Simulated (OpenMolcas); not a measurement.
**C2H3F2Si: a line through the functionals**

The species is C2H3F2Si (8 atoms), meant as a doublet with charge 0. As SMILES, `[H]/[C]=C\[SiH](F)F`. The coordinates come from a PBE0-D4/def2-TZVP relaxation. This is one conformer, not always the lowest.

The vertical energy of the quartet above the doublet y, in eV, basis cc-pVDZ; a is the functional's share of exact exchange. Programs: OpenMolcas 26.06.

```
functional     program     a  y (eV)
  U-revPBE  OpenMolcas     0    4.49
      UPBE  OpenMolcas     0    4.53
    UB3LYP  OpenMolcas   0.2       ?
     UPBE0  OpenMolcas  0.25    4.33
    UBHLYP  OpenMolcas   0.5    4.29
```

Fit y = c + s·a to the known rows and predict UB3LYP.


1. Means of the 4 rows: a = 0.1875, y = 4.410.
2. Σ(Δa)² = 0.17188, Σ(Δa·Δy) = -0.08, so the slope is -0.08/0.17188 = -0.46544.
3. Intercept: 4.410 − (-0.46544) × 0.1875 = 4.497. The largest residual of the fit is 0.051.
4. UB3LYP: 4.497 + (-0.46544) × 0.2 = 4.40 eV.

The run gave 4.52 eV, so the prediction is off by -0.12 eV, more than the largest residual. Exact exchange favours the state with more unpaired electrons. The rows mix families of semi-local functionals, which the line can't see.
